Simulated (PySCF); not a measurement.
W(F)5(OH) (F5HOW), SMILES [OH][W]([F])([F])([F])([F])[F], multiplicity 1.

The structure is a stationary point at B3LYP-D3(BJ)/def2-SVP. The multiplicity is an assumed one; other spin states were not compared. The isomer is the one that the SMILES or the coordinates give; other isomers of the formula were not compared. The def2 effective core potentials stand for the cores of W; spin–orbit coupling is left out. Other conformers were not sampled.

Method: B3LYP-D3(BJ)/def2-SVP (PySCF 2.14.0).

Frequencies are harmonic and unscaled.

Modes within 1.5 cm⁻¹ of each other (mostly degenerate sets) share a row, with their intensities summed.

| mode | ν (cm⁻¹) | IR (km/mol) | Raman (Å⁴/amu) | depolarisation | moving atoms (share of kinetic energy) |
|---|---|---|---|---|---|
| 1–2 | 87 | 57.8 | 3.2 | 0.75 | F 45 %, H 38 %, O 15 % |
| 3 | 165 | 0.0 | 0.0 | – | F 100 % |
| 4–5 | 192 | 0.8 | 1.5 | 0.75 | F 68 %, H 19 %, W 13 % |
| 6 | 265 | 36.1 | 0.0 | – | F 76 %, W 21 % |
| 7 | 303 | 0.0 | 2.4 | 0.75 | F 100 % |
| 8–9 | 316 | 46.4 | 7.4 | 0.75 | F 86 % |
| 10–11 | 400 | 211.1 | 0.1 | – | O 54 %, H 31 %, F 11 % |
| 12 | 673 | 0.0 | 3.6 | 0.75 | F 100 % |
| 13 | 685 | 38.4 | 3.8 | 0.57 | F 96 % |
| 14–15 | 711 | 571.0 | 0.1 | – | F 82 %, W 17 % |
| 16 | 737 | 144.2 | 10.3 | 0.01 | F 87 %, W 8 % |
| 17 | 811 | 102.9 | 22.1 | 0.08 | O 80 %, F 9 % |
| 18 | 3917 | 552.5 | 155.1 | 0.35 | H 94 % |
